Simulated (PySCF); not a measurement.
C2H6ClIn. Atoms are numbered in the order given.

```xyz
10

In     0.4344    -0.0635     0.0000
H      2.1545    -0.2502     0.0000
Cl    -0.6765    -2.1856     0.0000
C     -0.9813     1.5956     0.0000
C     -0.3654     2.9949     0.0000
H     -1.6217     1.4290     0.8815
H     -1.6217     1.4290    -0.8815
H      0.2651     3.1708    -0.8867
H      0.2651     3.1708     0.8867
H     -1.1466     3.7752     0.0000
```
Charge 0, spin multiplicity 1.

Geometry optimised at B3LYP-D3(BJ)/def2-SVP. The structure was generated by enumeration; whether it is a known compound was not checked. The def2 effective core potentials stand for the cores of In; spin–orbit coupling is left out. Other conformers were not sampled.

Method: CAM-B3LYP/def2-TZVP in PySCF.

The molecule is in vacuum.

Estimate the frontier levels, gap, dipole moment and polarisability. (The exact figures need the calculation; the answer reports its results.)


```yaml
highest_occupied_level: -8.86 eV
lowest_empty_level: -0.85 eV
orbital_gap: 8.01 eV
dipole_moment: 3.75 D
quadrupole, principal values (traceless, Buckingham form, about the centre of nuclear charge): -8.92, 0.74, 8.18 D·Å
mean_static_polarisability: 74.3 bohr³ (11.01 Å³)
polarisability_principal_values: 53.5, 74.5, 95.0 bohr³
```
